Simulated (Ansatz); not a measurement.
Ansatz (a program for electronic structure) input (CCSD(T)/def2-TZVPPD):
A basis named .json is the Basis Set Exchange file of that set.

Ansatz 0.2 input:
```yaml
crystal:
  periodic: [false, false, false]
  atoms:
    - {symbol: Ge, position_ang: [-0.00516926, 0.00502527, 0.57294344]}
    - {symbol: Cl, position_ang: [1.21986904, 1.42802193, -0.54084538]}
    - {symbol: Cl, position_ang: [-1.21013866, -1.43748127, -0.53763638]}
basis:
  gaussian:
    orbitals: def2-TZVPPD.json
total_charge: 1
magnetization: {spin_polarized: true, initial_magnetization: 1}
correlation: {method: ccsd_t, electrons: outside_noble_gas}
```

End of the output:

```
mean field evaluation 128: about -81471.0399 eV, gradient 1.7e-3 eV
mean field evaluation 160: about -81472.1223 eV, gradient 1.3e0 eV
mean field evaluation 192: about -81471.0638 eV, gradient 8.2e0 eV
mean field evaluation 224: about -81470.0973 eV, gradient 6.3e-1 eV
mean field evaluation 256: about -81471.0929 eV, gradient 4.5e-3 eV
mean field evaluation 288: about -81470.7773 eV, gradient 9.1e0 eV
mean field evaluation 320: about -81472.1786 eV, gradient 1.4e-1 eV
mean field evaluation 352: about -81471.2214 eV, gradient 3.4e-4 eV
mean field evaluation 384: about -81472.3102 eV, gradient 1.6e-3 eV
mean field -81474.67581157 eV, -2994.1391105565 hartree, gradient 3.1e-6 eV, S^2 0.786613; 5 other end points of the search recorded, 0 dependent functions left out
determinant -81474.67581157 eV, -2994.1391105565 hartree, with singles and doubles -81487.79674766 eV, -2994.6212960640 hartree
determinant -81472.31016929 eV, -2994.0521748061 hartree, with singles and doubles -81485.77284550 eV, -2994.5469190314 hartree
determinant -81472.17959932 eV, -2994.0473764483 hartree, with singles and doubles -81485.64349498 eV, -2994.5421654876 hartree
determinant -81471.22144503 eV, -2994.0121649277 hartree, with singles and doubles -81485.01001988 eV, -2994.5188857071 hartree
24 core orbitals not correlated
reference -81474.67581157 eV, -2994.1391105565 hartree; 9, 8 occupied and 123, 124 virtual orbitals, 945 factors
second order -12.03958470 eV of doubles, -0.00000000 eV of singles
coupled cluster: 1.26 GiB planned
cycle   1  -13.04279747 eV  change   -4.5e-1 eV  update   2.1e-2
cycle   2  -13.07078057 eV  change   -2.8e-2 eV  update   5.4e-3
cycle   3  -13.07178348 eV  change   -1.0e-3 eV  update   3.2e-3
cycle   4  -13.07352328 eV  change   -1.7e-3 eV  update   1.7e-3
cycle   5  -13.07417627 eV  change   -6.5e-4 eV  update   1.1e-3
cycle   6  -13.07449815 eV  change   -3.2e-4 eV  update   5.2e-4
cycle   7  -13.07445004 eV  change    4.8e-5 eV  update   2.5e-4
cycle   8  -13.07443863 eV  change    1.1e-5 eV  update   1.1e-4
cycle   9  -13.07440418 eV  change    3.4e-5 eV  update   4.1e-5
cycle  10  -13.07438829 eV  change    1.6e-5 eV  update   1.4e-5
perturbative correction -0.67330964 eV, -0.0247436729 hartree
Total energy: -81488.42350950 eV, -2994.6443291368 hartree
```

This state (charge 1, doublet) is run at the relaxed geometry of the species with charge 0 and multiplicity 3.
